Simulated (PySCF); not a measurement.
Au2H6S2Si3, SMILES [Au][S][SiH2][SiH2][SiH2][S][Au], multiplicity 1.

Coordinates come from a B3LYP-D3(BJ)/def2-SVP optimisation. The multiplicity is an assumed one; no other spin state was optimised. The def2 effective core potentials stand for the cores of Au; spin–orbit coupling is left out. Other conformers were not sampled.

Method: M06-2X/def2-SVP in PySCF.

Symmetry labels are those of the subgroup C2 that the program uses (full group C2).

Task: List the valence orbital energies around the gap with their symmetry. (An estimate is asked for; the answer gives what the named calculation found.)

Result: 
| orbital | symmetry | energy (eV) |
|---|---|---|
| HOMO−7 | A | -10.27 |
| HOMO−6 | B | -9.79 |
| HOMO−5 | A | -9.25 |
| HOMO−4 | B | -9.07 |
| HOMO−3 | A | -8.40 |
| HOMO−2 | B | -8.07 |
| HOMO−1 | A | -7.87 |
| HOMO | B | -7.69 |
| LUMO | B | -2.46 |
| LUMO+1 | A | -2.42 |
| LUMO+2 | A | 0.31 |
| LUMO+3 | B | 0.36 |
